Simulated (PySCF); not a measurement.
Si(F)(OH)(SeH)2 (FH3OSe2Si), SMILES O[Si](F)([SeH])[SeH]. Atoms are numbered in the order given.

```xyz
8

O     -0.6554    -0.7430     1.9152
Si    -0.5447    -0.2968     0.3322
F     -1.9548    -0.6371    -0.3983
Se     1.1884    -1.4126    -0.5349
Se    -0.3087     1.9069    -0.0491
H     -1.3874    -0.3702     2.4210
H      0.9780    -2.5510     0.3667
H      0.9614     1.9453     0.6834
```
Charge 0, spin multiplicity 1.

Geometry optimised at ωB97X-D3(BJ)/def2-SVP. Other conformers were not sampled.

Computed with PySCF with TDA-ωB97X/def2-SVPD.

Vertical excitations. Isolated molecule, no solvent.

Computed excitation energies, oscillator strengths and character:
```tsv
state	energy (eV)	λ (nm)	f	main pairs
S1	5.68	218	0.002	HOMO→LUMO+1 46 %, HOMO−1→LUMO+1 31 %
S2	5.72	217	0.000	HOMO→LUMO+2 41 %, HOMO−1→LUMO+2 23 %, HOMO−1→LUMO+1 18 %
S3	6.40	194	0.075	HOMO→LUMO 64 %
S4	6.50	191	0.050	HOMO−1→LUMO 64 %
S5	7.18	173	0.036	HOMO→LUMO+1 20 %, HOMO−1→LUMO+1 19 %, HOMO→LUMO+3 7 %, HOMO→LUMO 7 %
S6	7.35	169	0.008	HOMO→LUMO+2 18 %, HOMO−1→LUMO+2 18 %, HOMO−1→LUMO+7 17 %, HOMO−2→LUMO+1 14 %
S7	7.50	165	0.036	HOMO→LUMO+7 41 %, HOMO→LUMO+8 9 %, HOMO−2→LUMO+1 8 %, HOMO→LUMO+6 8 %
S8	7.62	163	0.018	HOMO−1→LUMO+7 25 %, HOMO→LUMO+6 15 %, HOMO−2→LUMO+1 8 %, HOMO→LUMO+4 7 %
S9	7.80	159	0.024	HOMO−1→LUMO+2 16 %, HOMO→LUMO+2 12 %, HOMO−1→LUMO+6 11 %, HOMO−1→LUMO+4 10 %
S10	7.90	157	0.065	HOMO−2→LUMO 29 %, HOMO−1→LUMO+6 9 %, HOMO−1→LUMO+3 9 %, HOMO−1→LUMO+4 7 %
T1	5.28	235	0	HOMO→LUMO+1 46 %, HOMO−1→LUMO+1 16 %, HOMO−1→LUMO+2 13 %, HOMO−1→LUMO+4 8 %
T2	5.31	233	0	HOMO→LUMO+2 39 %, HOMO−1→LUMO+1 27 %, HOMO−1→LUMO+2 16 %, HOMO→LUMO+4 7 %
T3	5.91	210	0	HOMO→LUMO 49 %, HOMO→LUMO+1 10 %, HOMO−1→LUMO+1 9 %
T4	6.07	204	0	HOMO−1→LUMO 51 %
```
Triplets are in the Tamm–Dancoff approximation.
